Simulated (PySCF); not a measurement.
FH3S3Sn, SMILES [F][Sn]([SH])([SH])[SH]. Geometry optimised at PBE-D3(BJ)/def2-SVP. The structure was generated by enumeration; whether it is a known compound was not checked. The def2 effective core potentials stand for the cores of Sn; spin–orbit coupling is left out. One conformer was computed; it need not be the lowest.

Problem. Give the equilibrium geometry at PBE-D3(BJ)/def2-SVP (PySCF confirms it by a frequency run) as a Z-matrix. (The exact figures need the calculation; the answer reports its results.)

Solution. One answer among several that fit: 
```
Sn
F 1 1.9667
S 1 2.4212 2 111.44
H 3 1.3646 1 90.08 2 93.51
S 1 2.4221 2 107.30 3 -117.66
H 5 1.3647 1 91.25 2 -44.80
S 1 2.4335 2 100.09 6 -103.53
H 7 1.3654 1 88.58 2 -3.91
```
Charge 0, spin multiplicity 1.
